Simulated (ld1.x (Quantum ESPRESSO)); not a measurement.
**Ce (Z = 58), TM: configuration errors across variants**

Ce (Z = 58), norm-conserving Troullier–Martins (Kleinman–Bylander form), made with ld1.x (Quantum ESPRESSO) 7.5 (BP86, fully relativistic). Core [Kr] 4d10, reference 4f0 5s2 5p6 5d2 6s2 6p0. Waves: 5s (bound): rc 2.20 bohr; 5p (bound): rc 1.70 bohr; 4f (bound, empty): rc 1.55 bohr; 5d (bound): rc 2.70 bohr. Local part: the d channel. Core correction: none.

Open shells are filled in proportion to 2j + 1 (rel_dist='average').

Occupied shells without a wave of their own: 6s. They enter only through the test configuration that unscreens the potential.

All-electron excitation energies from the reference (eV): (1) 4f1 5s2 5p6 5d1 6s2 6p0 -4.761; (2) 4f1 5s2 5p6 5d1 6s1 6p0 1.478; (3) 4f1 5s2 5p6 5d1 6s0 6p0 12.688; (4) 4f1 5s2 5p6 5d1 6s0 6p2 0.315; (5) 4f2 5s2 5p6 5d0 6s2 6p0 -5.023; (6) 4f0 5s2 5p6 5d1 6s2 6p0 7.737; (7) 4f0 5s2 5p6 5d2 6s1 6p0 6.593.

For the base: The 6s level has no wave, so the channel is fitted at the deeper level alone: the likely source of the large errors.

Tests that are not counted but printed errors over 1 eV. “wave 5s (bound): rc 2.20 bohr becomes 5s (bound): rc 2.80 bohr”: 4f2 5s2 5p6 5d0 6s2 6p0 (an occupied level unbound or not found, printed error -46.3 eV). “wave 5s (bound): rc 2.20 bohr becomes 5s (bound): rc 3.26 bohr”: 4f1 5s2 5p6 5d1 6s2 6p0 (an occupied level unbound or not found, printed error -7.0 eV); 4f2 5s2 5p6 5d0 6s2 6p0 (an occupied level unbound or not found, printed error -26.9 eV).

3 further variants failed, have other tests or too few solved ones, and are left out.

A true bound ghost makes a file unfit for plane-wave use even where its test errors are small: the radial tests pick states by their node count and pass the ghost by. Where a test does run into it, the solver fails or the error is huge.

The file “base” misses its own reference levels by 0.5 eV. The file “wave 5s (bound): rc 2.20 bohr becomes 5s (bound): rc 2.30 bohr” misses its own reference levels by 0.5 eV. The file “wave 5s (bound): rc 2.20 bohr becomes 5s (bound): rc 2.44 bohr” misses its own reference levels by 0.5 eV. The file “wave 5s (bound): rc 2.20 bohr becomes 5s (bound): rc 2.80 bohr” misses its own reference levels by 0.3 eV.

Errors AE − PS in meV (a dash: test not solved or not reliable):

```csv
change,(1),(2),(3),(4),(5),(6),(7),bound ghosts
base,+927,+1477,+2330,+2870,+2209,+11,+651,p3/2
wave 5s (bound): rc 2.20 bohr becomes 5s (bound): rc 2.30 bohr,+891,+1445,+2306,+2837,+2149,+11,+652,p3/2
wave 5s (bound): rc 2.20 bohr becomes 5s (bound): rc 2.44 bohr,+863,+1403,+2243,+2798,+2114,+11,+631,p3/2
wave 5s (bound): rc 2.20 bohr becomes 5s (bound): rc 2.80 bohr,+825,+1161,+1679,+2574,–,+19,+358,p3/2
wave 5s (bound): rc 2.20 bohr becomes 5s (bound): rc 3.26 bohr,–,+738,+541,+2148,–,+29,-214,p3/2
```

Q: Give the same row for: wave 5s (bound): rc 2.20 bohr becomes 5s (bound): rc 3.06 bohr.

A: +830, +963, +1154, +2380, –, +25, +94; bound ghosts: p3/2. Not counted: 4f2 5s2 5p6 5d0 6s2 6p0 (solver errors, printed error -925 eV).
